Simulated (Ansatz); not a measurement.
```yaml
crystal:
  periodic: [false, false, false]
  atoms:
    - {symbol: N, position_ang: [1.357649, -0.272850, -0.656432]}
    - {symbol: C, position_ang: [0.167329, -0.225179, -0.287227]}
    - {symbol: Cl, position_ang: [-1.009415, -1.221516, -1.081950]}
    - {symbol: Se, position_ang: [-0.525246, 0.876098, 1.122153]}
    - {symbol: H, position_ang: [1.966072, 0.348379, -0.128365]}
    - {symbol: H, position_ang: [-1.914190, 0.430967, 0.985720]}
basis:
  gaussian: {orbitals: def2-mTZVPP}
magnetization: {spin_polarized: true, initial_magnetization: 2}
hamiltonian: {xc: {name: HF}}
correlation: {active_space: {window: {electrons: 40, orbitals: 30}}}
```

```sh
$ ansatz run in.yaml --threads 2 --pin off --events-out ev --progress --plain --max-ram 4352MiB
```

(1) How does Ansatz answer? (Best estimate.)

## Answers

(1) The calculation gave: The program refused the input.
```
Error: invalid value for `correlation.active_space`: it starts from restricted Hartree–Fock orbitals; set hamiltonian.xc: hf without magnetization.spin_polarized
```
